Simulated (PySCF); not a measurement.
A species of formula C4H13NSn has this rotational fingerprint, computed with PySCF, PBE0-D3(BJ)/def2-SVP geometry optimisation, gas phase, def2 core potentials past Kr:

```
Rotational constants : A = 2362, B = 1531, C = 1516 MHz
Dipole components    : |μa| = 0.59 D, |μb| = 0.37 D, |μc| = 0.59 D
Inertial defect      : -210.83 u·Å²
κ                    : -0.97
```

Question: Which structure is it? (One computed conformer of each.)
A. SnH2Me(NHiPr) (`[H][Sn]([H])([CH3])[NH]C(C)C`)
B. SnH2Me(NMeEt) (`[H][Sn]([H])([CH3])[N](C)CC`)
C. SnMe3(NHMe), `C[NH][Sn]([CH3])([CH3])[CH3]`
D. SnH3(NHtBu) (`[H][Sn]([H])([H])[NH]C(C)(C)C`)

Answer: C. It is C[NH][Sn]([CH3])([CH3])[CH3]. The candidates at the same level (rigid rotor, commonest isotopes):

```
                       SMILES  A (MHz)  B (MHz)  C (MHz)  μa (D)  μb (D)  μc (D)  Δ (u·Å²)  point group                        rotor
  [H][Sn]([H])([CH3])[N](C)CC     3577     1200    990.3    0.48    0.33    0.23    -52.04           C1               asymmetric top
 C[NH][Sn]([CH3])([CH3])[CH3]     2362     1531     1516    0.59    0.37    0.59   -210.83            –                            –
 [H][Sn]([H])([CH3])[NH]C(C)C     4200     1033    956.7    0.21    0.82    0.23    -81.44           C1  near-prolate asymmetric top
[H][Sn]([H])([H])[NH]C(C)(C)C     4234    899.2    898.8    0.40    0.09    0.61   -119.13           C1                            –
```

`[H][Sn]([H])([CH3])[N](C)CC` has A 51 % too high; `[H][Sn]([H])([CH3])[NH]C(C)C` has A 78 % too high; `[H][Sn]([H])([H])[NH]C(C)(C)C` has A 79 % too high. No structure here is proved a minimum.
